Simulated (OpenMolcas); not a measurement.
**Multiconfigurational calculation on Dy III**

Input:

```
&GATEWAY
Coord
1

Dy 0.0 0.0 0.0
Basis=ANO-R2
Group=XYZ
NoMove
AngMom=0.0 0.0 0.0
AMFI
&SEWARD
* reference wave functions (RASSCF and RASSI steps not shown): 10 electrons in 7 orbitals (4f)
>>> COPY JOB001 $Project.JobIph
&CASPT2
Multistate=21 1 2 3 4 5 6 7 8 9 10 11 12 13 14 15 16 17 18 19 20 21
Frozen=14 9
IPEA=0.25
Imaginary=0.1
MaxIter=60
WThr=0.0 0.3 0.05
PrWF=0.5
NoMix
>>> COPY JOB002 $Project.JobIph
&CASPT2
Multistate=26 1 2 3 4 5 6 7 8 9 10 11 12 13 14 15 16 17 18 19 20 21 22
23 24 25 26
Frozen=14 9
IPEA=0.25
Imaginary=0.1
MaxIter=60
WThr=0.0 0.3 0.05
PrWF=0.5
NoMix
```

Launched by
```bash
OMP_NUM_THREADS=1 MOLCAS_MEM=2252 MOLCAS_PROJECT=a pymolcas a.inp > a.log  # once for each step of the input, in one work folder
```

Output, cut to the results:

```
--- CASPT2 ---
Orbital specifications:
      -----------------------

      Symmetry species                           1   2
                                                ag  au
      Frozen orbitals                           14   9
      Inactive orbitals                          1   3
      Active orbitals                            0   7
      Secondary orbitals                        22  23
      Deleted orbitals                           0   0
      Number of basis functions                 37  42
Type of calculation                        MS-CASPT2
      Fock operator                              state-specific
      IPEA shift                                 0.25
      Real shift                                 0.00
      Imaginary shift                            0.10
      The input orbitals will be transformed to quasi-canonical
Reference energy:      -12151.8489406877
      E2 (Non-variational):      -0.8069011668
      Shift correction:          -0.0004323985
      E2 (Variational):          -0.8073335652
      Total energy:          -12152.6562742530
      Residual norm:              0.0000003899
      Reference weight:           0.86787
      Contributions to the CASPT2 correlation energy
      Active & Virtual Only:         -0.3520136492
      One Inactive Excited:          -0.2948898563
      Two Inactive Excited:          -0.1599976613
Reference energy:      -12151.8489406877
      E2 (Non-variational):      -0.8069237087
      Shift correction:          -0.0004335332
      E2 (Variational):          -0.8073572418
      Total energy:          -12152.6562979296
      Residual norm:              0.0000004414
      Reference weight:           0.86781
      Contributions to the CASPT2 correlation energy
      Active & Virtual Only:         -0.3520030458
      One Inactive Excited:          -0.2949225840
      Two Inactive Excited:          -0.1599980789
::    CASPT2 Root  1     Total energy: -12152.65627425
::    CASPT2 Root  2     Total energy: -12152.65629793
::    CASPT2 Root  3     Total energy: -12152.65400367
::    CASPT2 Root  4     Total energy: -12152.65463345
::    CASPT2 Root  5     Total energy: -12152.65406916
::    CASPT2 Root  6     Total energy: -12152.65316978
::    CASPT2 Root  7     Total energy: -12152.65650597
::    CASPT2 Root  8     Total energy: -12152.65463248
::    CASPT2 Root  9     Total energy: -12152.65553621
::    CASPT2 Root 10     Total energy: -12152.65477670
::    CASPT2 Root 11     Total energy: -12152.65566415
::    CASPT2 Root 12     Total energy: -12152.65568591
::    CASPT2 Root 13     Total energy: -12152.65349298
::    CASPT2 Root 14     Total energy: -12152.59473044
::    CASPT2 Root 15     Total energy: -12152.59471680
::    CASPT2 Root 16     Total energy: -12152.59473185
::    CASPT2 Root 17     Total energy: -12152.59491538
::    CASPT2 Root 18     Total energy: -12152.59449454
::    CASPT2 Root 19     Total energy: -12152.59495775
::    CASPT2 Root 20     Total energy: -12152.59485076
::    CASPT2 Root 21     Total energy: -12152.59452673
::    MS-CASPT2 Root  1     Total energy: -12152.65660207
::    MS-CASPT2 Root  2     Total energy: -12152.65636456
::    MS-CASPT2 Root  3     Total energy: -12152.65629505
::    MS-CASPT2 Root  4     Total energy: -12152.65600726
::    MS-CASPT2 Root  5     Total energy: -12152.65569562
::    MS-CASPT2 Root  6     Total energy: -12152.65537488
::    MS-CASPT2 Root  7     Total energy: -12152.65483302
::    MS-CASPT2 Root  8     Total energy: -12152.65469956
::    MS-CASPT2 Root  9     Total energy: -12152.65454531
--- CASPT2 ---
Orbital specifications:
      -----------------------

      Symmetry species                           1   2
                                                ag  au
      Frozen orbitals                           14   9
      Inactive orbitals                          1   3
      Active orbitals                            0   7
      Secondary orbitals                        22  23
      Deleted orbitals                           0   0
      Number of basis functions                 37  42
Type of calculation                        MS-CASPT2
      Fock operator                              state-specific
      IPEA shift                                 0.25
      Real shift                                 0.00
      Imaginary shift                            0.10
      The input orbitals will be transformed to quasi-canonical
Reference energy:      -12151.7604411266
      E2 (Non-variational):      -0.8148780570
      Shift correction:          -0.0004341602
      E2 (Variational):          -0.8153122171
      Total energy:          -12152.5757533437
      Residual norm:              0.0000001395
      Reference weight:           0.86677
      Contributions to the CASPT2 correlation energy
      Active & Virtual Only:         -0.3584197109
      One Inactive Excited:          -0.2963843003
      Two Inactive Excited:          -0.1600740458
Reference energy:      -12151.7604411266
      E2 (Non-variational):      -0.8148361882
      Shift correction:          -0.0004338199
      E2 (Variational):          -0.8152700081
      Total energy:          -12152.5757111347
      Residual norm:              0.0000001426
      Reference weight:           0.86680
      Contributions to the CASPT2 correlation energy
      Active & Virtual Only:         -0.3583848956
      One Inactive Excited:          -0.2963763235
      Two Inactive Excited:          -0.1600749691
::    CASPT2 Root  1     Total energy: -12152.57575334
::    CASPT2 Root  2     Total energy: -12152.57571113
::    CASPT2 Root  3     Total energy: -12152.57577319
::    CASPT2 Root  4     Total energy: -12152.57574444
::    CASPT2 Root  5     Total energy: -12152.57575368
::    CASPT2 Root  6     Total energy: -12152.57581199
::    CASPT2 Root  7     Total energy: -12152.57607978
::    CASPT2 Root  8     Total energy: -12152.57570395
::    CASPT2 Root  9     Total energy: -12152.57588082
...
```

Levels above the lowest, from the spin-orbit matrix with the single-state CASPT2 energies, averaged by term, on its diagonal:

| Configuration | Term | J | E (cm⁻¹) | g | Term weight % | Second |
| --- | --- | --- | --- | --- | --- | --- |
| 4f¹⁰ | ⁵I | 8 | 0.0 | 1.244 | 95 | 5 ³K |
| 4f¹⁰ | ⁵I | 7 | 4330 | 1.175 | 98 | 2 ³K |
| 4f¹⁰ | ⁵I | 6 | 7490 | 1.073 | 97 | 3 ³H |
| 4f¹⁰ | ⁵I | 5 | 9830 | 0.907 | 95 | 5 ³H |
| 4f¹⁰ | ⁵I | 4 | 11570 | 0.613 | 93 | 7 ³H |
| 4f¹⁰ | ⁵F | 5 | 17130 | 1.401 | 100 |  |
| 4f¹⁰ | ⁵F | 4 | 19450 | 1.351 | 100 |  |
| 4f¹⁰ | ⁵S | 2 | 19930 | 2.002 | 100 |  |

CASPT2 does not keep the components of a term degenerate, so their means are used; among the terms shown or strongly mixed into the levels shown the widest spread is 730 cm-1 (4f¹⁰ ⁵I). High states are left out of the spin-orbit mixing, which shifts the levels that they would mix with. The CASPT2 spread within a term exceeds the gap to the next term for 4f¹⁰ ⁵F and 4f¹⁰ ⁵S, so the order of their levels is uncertain. Only configurations of the active space appear. The first state left out of the spin-orbit step lies near 26000 cm-1 above the lowest spin-free state of the reference (among the parities and spins computed), and the list stops at four fifths of that energy or lower.

The CASPT2 steps took 27 s on 1 thread of Intel(R) Xeon(R) Platinum 8559C (Emerald Rapids), with other jobs on the host; the integral step is not counted.

The term weight is that of the spin-free term in the level, not the purity of its configuration.
